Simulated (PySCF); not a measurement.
A side-by-side comparison of computed properties.

First species: 3-methylthioanisole, C8H10S.
Geometry (PBE0-D3(BJ)/def2-SVP, Å), atoms numbered from 1 in this order:
```xyz
19
C8H10S angstrom
C      3.6411   -0.6170   -0.4831
S      2.1722   -1.5977   -0.1514
C      0.8797   -0.3998   -0.1211
C      1.0603    0.9730   -0.3107
C     -0.0447    1.8245   -0.2651
C     -1.3214    1.3284   -0.0329
C     -1.5194   -0.0472    0.1613
C     -2.8941   -0.5890    0.4288
C     -0.4137   -0.8939    0.1129
H      3.8379    0.1103    0.3182
H      3.5774   -0.1005   -1.4521
H      4.4741   -1.3320   -0.5207
H      2.0503    1.3903   -0.4951
H      0.1027    2.8968   -0.4165
H     -2.1762    2.0088   -0.0016
H     -3.6162   -0.2334   -0.3222
H     -2.9057   -1.6877    0.4185
H     -3.2633   -0.2590    1.4134
H     -0.5543   -1.9689    0.2594
```

Second species: C3H7NOSi.
SMILES with atom numbers: `[CH3:1][O:2][Si@H:3]([CH3:4])[C:5]#[N:6]` (hydrogens: H7, H8, H9 on C1; H10 on Si3; H11, H12, H13 on C4)

Levels: wB97X-D/def2-SVPD for dipole moment, HOMO energy, LUMO energy, HOMO–LUMO gap, static isotropic polarisability and electronic spatial extent ⟨r²⟩ about the centre of nuclear charge; TDDFT wB97X-D/def2-SVPD for lowest singlet excitation; PBE0-D3(BJ)/def2-SVP for rotational constant A and rotational constant C. Geometries: PBE0-D3(BJ)/def2-SVP. All species are isolated and taken at one optimised geometry, non-relativistic unless stated. Electronic properties by PySCF.

The conformers computed, where there is a choice (atom-mapped SMILES and torsion angles):
- `[CH3:1][S:2][c:3]1[cH:4][cH:5][cH:6][c:7]([CH3:8])[cH:9]1`: C1–S2–C3–C4 0°
- `[CH3:1][O:2][Si@H:3]([CH3:4])[C:5]#[N:6]`: C1–O2–Si3–C4 174°

```tsv
property	column X	column Y
dipole moment	3.36 D	1.12 D
HOMO energy	-10.64 eV	-7.73 eV
LUMO energy	1.14 eV	1.39 eV
HOMO–LUMO gap	11.78 eV	9.12 eV
lowest singlet excitation	6.95 eV	4.95 eV
static isotropic polarisability	68.1 au	117.2 au
electronic spatial extent ⟨r²⟩ about the centre of nuclear charge	818 bohr²	1677 bohr²
rotational constant A	3.076 GHz	3.055 GHz
rotational constant C	1.512 GHz	0.679 GHz
```

Task: Which column belongs to which species?

Result: Column X is the second species and column Y the first. The first has 19 atoms and 74 electrons, the second 13 and 54.

Task: How does each property change from the first species to the second?

Result: dipole moment +2.24 D; HOMO energy -2.91 eV; LUMO energy -0.25 eV; HOMO–LUMO gap +2.66 eV; lowest singlet excitation +2.00 eV; static isotropic polarisability -49.1 au; electronic spatial extent ⟨r²⟩ about the centre of nuclear charge -859 bohr²; rotational constant A +0.021 GHz; rotational constant C +0.833 GHz.

On the first: The polarisability is 17.36 Å³ as a volume (1 au = 0.148185 Å³), or 1.58 au for each of the 74 electrons. S1 lies 4.17 eV below the HOMO–LUMO gap; its leading configuration is HOMO→LUMO+1, weight 0.63.

On the second: A dipole of 3.36 D is allowed in C1, and pure rotational transitions are dipole-allowed. S1 lies 4.83 eV below the HOMO–LUMO gap; its leading configuration is HOMO−2→LUMO, weight 0.27, beside HOMO→LUMO, weight 0.20.
